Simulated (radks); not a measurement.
Spherical quantum dot in the effective-mass picture: electrons in a hard-walled sphere of radius 3.3, all in effective atomic units (hartree* = m*/eps^2 hartree, bohr* = eps/m* bohr), one dielectric constant everywhere. Method: non-relativistic Kohn-Sham, LDA (Slater exchange, Perdew-Wang correlation), spin-polarised, spherical densities; computed with a radial shooting solver with Libxc functionals. Levels are named by radial order and angular momentum (1s, 1p, 1d, 2s, ...), and open shells are averaged over m.

N = 4, configuration 1s2 1p(up 2, down 0). This is the lowest configuration that the search found. Occupied and some empty levels:

| level | occupation | eigenvalue (hartree*) | <r> (bohr*) |
|---|---|---|---|
| 1s up | 1 | 1.9367 | 1.832 |
| 1s down | 1 | 2.0194 | 1.823 |
| 1p up | 2 | 2.3168 | 2.052 |
| 1p down | 0 | 2.4037 | 2.052 |
| 1d up | 0 | 2.8559 | 2.197 |
| 1d down | 0 | 2.9425 | 2.200 |
| 2s up | 0 | 3.3404 | 1.587 |
| 2s down | 0 | 3.3985 | 1.588 |
| 1f up | 0 | 3.5321 | 2.304 |
| 1f down | 0 | 3.6169 | 2.307 |

Energy (hartree*): total 5.28202, kinetic 2.8566, external 0, Hartree 3.7010, exchange-correlation -1.2755.
